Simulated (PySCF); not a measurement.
C6H6O, SMILES C1=C[C@H]2C=C[C@@H]1O2.

Coordinates come from a PBE-D3(BJ)/def2-SVP optimisation. The structure was generated by enumeration; whether it is a known compound was not checked. Other conformers were not sampled.

All values below come from TDA-PBE/def2-SVPD (PySCF 2.14.0).

Vertical excitations. Gas-phase values at a fixed geometry. State labels are in the subgroup C2v.

Question: Estimate the UV-visible absorptions. (The exact figures need the calculation; the answer reports its results.)

Answer: 
```
state  symmetry  energy (eV)  λ (nm)      f                                                               main pairs
-----  --------  -----------  ------  -----  -----------------------------------------------------------------------
S1           A2         4.00     310  0.000                                                           HOMO→LUMO 84 %
S2           A2         4.74     262  0.000                                                         HOMO−1→LUMO 86 %
S3           B1         4.93     251  0.002                                       HOMO−2→LUMO 59 %, HOMO→LUMO+1 41 %
S4           B2         5.58     222  0.002                                                        HOMO→LUMO+2 100 %
S5           B1         5.70     218  0.028                   HOMO−1→LUMO+1 38 %, HOMO→LUMO+1 36 %, HOMO−2→LUMO 21 %
S6           A2         6.31     196  0.000                                                         HOMO→LUMO+3 97 %
S7           A1         6.41     193  0.014                                                        HOMO→LUMO+4 100 %
S8           B2         6.60     188  0.000                                                         HOMO→LUMO+5 96 %
S9           B2         6.65     186  0.008                                                       HOMO−1→LUMO+2 90 %
S10          B1         6.71     185  0.038  HOMO−1→LUMO+1 41 %, HOMO−4→LUMO 33 %, HOMO→LUMO+7 10 %, HOMO→LUMO+1 7 %
T1           A2         2.91     426      0                                                           HOMO→LUMO 95 %
T2           B1         3.97     313      0                                       HOMO−2→LUMO 63 %, HOMO→LUMO+1 31 %
T3           A2         4.28     289      0                                                         HOMO−1→LUMO 96 %
T4           B1         4.83     256      0                                       HOMO→LUMO+1 62 %, HOMO−2→LUMO 36 %
```
Triplets are in the Tamm–Dancoff approximation.
